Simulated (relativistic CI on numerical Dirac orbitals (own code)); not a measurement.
What each ingredient does to the levels of Er18+

Base calculation: Dirac-Coulomb-Breit CI, orbitals from a KLI potential per configuration, QED by a radiative potential, unscaled Slater integrals.

Configuration list (outside the closed core [Ar] 3d10): 4s²4p⁶4d¹⁰4f⁴, 4s²4p⁶4d¹⁰4f³5s, 4s²4p⁶4d¹⁰4f²5s², 4s²4p⁶4d¹⁰4f³5p, 4s²4p⁶4d¹⁰4f²5s5p, 4s²4p⁶4d¹⁰4f²5p², 4s²4p⁶4d⁹4f⁵, 4s²4p⁶4d¹⁰4f²5s5d, 4s²4p⁶4d¹⁰4f³5d, 4s²4p⁶4d¹⁰4f²5p5d, 4s²4p⁶4d⁹4f³5s², 4s²4p⁶4d¹⁰4f³5f, 4s²4p⁶4d¹⁰4f²5d², 4s²4p⁶4d¹⁰4f³6s, 4s²4p⁵4d¹⁰4f⁵, 4s²4p⁶4d⁹4f⁴5s, 4s²4p⁶4d¹⁰4f³5g, 4s²4p⁶4d¹⁰4f³6d, 4s4p⁶4d¹⁰4f⁵. Levels of other configurations are missing.

Variants: (1) configuration mixing switched off; (2) QED terms removed. Shifts of the energy above 4s²4p⁶4d¹⁰4f⁴ ⁵I4, in cm⁻¹, for the lowest level and the first level of each name with at least 55 % of one term (blank where a level changes its place among those of its configuration and J or its character, or is not in the variant):

```csv
Level,Base,Δ(1),Δ(2)
4s²4p⁶4d¹⁰4f⁴ ⁵I4,0.0,0.0,0.0
4s²4p⁶4d¹⁰4f⁴ ⁵I5,5882.4,-38.6,-32.2
4s²4p⁶4d¹⁰4f⁴ ⁵I6,11767.7,-49.7,-59.6
4s²4p⁶4d¹⁰4f⁴ ⁵I7,17447.4,-35.4,-81.1
4s²4p⁶4d¹⁰4f⁴ ⁵I8,22873.1,-10.9,-97.8
4s²4p⁶4d¹⁰4f⁴ ⁵F1,29850.5,+1164.0,-25.5
4s²4p⁶4d¹⁰4f⁴ ⁵F2,30306.6,+1245.7,-12.3
4s²4p⁶4d¹⁰4f⁴ ⁵F3,34082.6,+1203.2,-40.1
4s²4p⁶4d¹⁰4f⁴ ⁵S2,35456.8,+2314.6,-50.0
4s²4p⁶4d¹⁰4f⁴ ³K6,38475.2,+470.7,-45.5
4s²4p⁶4d¹⁰4f⁴ ⁵G2,40687.6,+1899.2,-10.5
4s²4p⁶4d¹⁰4f⁴ ⁵F5,41503.8,+1191.1,-64.3
4s²4p⁶4d¹⁰4f⁴ ³K7,41786.0,+391.9,-48.7
4s²4p⁶4d¹⁰4f⁴ ⁵G3,42148.2,+1530.4,-19.1
```

At this charge energies of transitions that change n are usually good to better than 1 %, and those within a shell (Δn = 0) to a few per cent. Terms inside the open d or f shell come out 10 to 20 % too wide with unscaled integrals.

Ionisation energy from the two ground configurations alone: base 439.521 eV. The NIST ASD value (theoretical) is 450 eV. The gap of more than 2 % comes from missing correlation, or from a tabulated value that is itself an estimate.

LS names give the leading component of a level, which can be under half, so a name can repeat, a term be missing and a line seem to break the LS rules.
